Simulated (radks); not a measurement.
Problem. Neutral nitrogen, [He] 2s2 2p3. Method: non-relativistic Kohn-Sham, exchange-only LDA, spin-polarised, spherical densities, point nucleus; computed with a radial shooting solver on a logarithmic mesh with Libxc functionals. Every spin shell is full or empty, so the densities are truly spherical. Functionals are evaluated on that one density, not self-consistently. Rank these exchange functionals by their error against the exact value of the orbitals, and give that value: LDA, B88, PBE, revPBE, WC, AM05, SOGGA, EV93, APBE, r2SCAN, MS2, Tao-Mo, TASK.

Solution. Exact: -6.52084 hartree. From best to worst, with 100 (|E| - |E exact|)/|E exact| (equal figures are ties): r2SCAN +0.07, B88 +0.08, revPBE +0.26, Tao-Mo +0.48, MS2 +0.53, PBE -0.58, APBE +0.81, WC -2.20, TASK -2.49, EV93 +3.25, SOGGA -4.41, AM05 -8.58, LDA -10.49.
